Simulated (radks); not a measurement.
Charge is removed step by step from the 5p down level of the tungsten ion W+, starting from [Kr] 4d10 4f14 5s2 5p(up 3, down 3) 5d4 6s1. All-electron calculation, scalar-relativistic Kohn-Sham, PBE, spin-polarised, spherical densities, point nucleus; open shells are filled with parallel spins first (spin-orbit coupling, left out, can overturn this in heavy ions). Program: a radial shooting solver on a logarithmic mesh with Libxc functionals.

removed (e) = 0: E - E(0) (eV) 0.000; eigenvalue (eV) -49.104; E minus straight line (eV) 0.000
removed (e) = 0.125: E - E(0) (eV) 6.224; eigenvalue (eV) -50.579; E minus straight line (eV) -0.676
removed (e) = 0.25: E - E(0) (eV) 12.633; eigenvalue (eV) -52.084; E minus straight line (eV) -1.165
removed (e) = 0.375: E - E(0) (eV) 19.233; eigenvalue (eV) -53.618; E minus straight line (eV) -1.464
removed (e) = 0.5: E - E(0) (eV) 26.026; eigenvalue (eV) -55.179; E minus straight line (eV) -1.570
removed (e) = 0.625: E - E(0) (eV) 33.015; eigenvalue (eV) -56.764; E minus straight line (eV) -1.480
removed (e) = 0.75: E - E(0) (eV) 40.204; eigenvalue (eV) -58.373; E minus straight line (eV) -1.190
removed (e) = 0.875: E - E(0) (eV) 47.596; eigenvalue (eV) -60.003; E minus straight line (eV) -0.697
removed (e) = 1: E - E(0) (eV) 55.192; eigenvalue (eV) -61.654; E minus straight line (eV) 0.000

Removing the whole electron costs 55.192 eV by Delta-SCF, against 49.104 eV from minus the eigenvalue at the starting occupation. Slater's transition state (half an electron removed) gives 55.179 eV. Integrating minus the eigenvalue over the occupation (Janak's theorem) gives 55.245 eV. In this scalar-relativistic scheme the density is built from large components alone, so the theorem holds only approximately. The mean slope of the eigenvalue, de/dn, is 12.6 eV per electron.
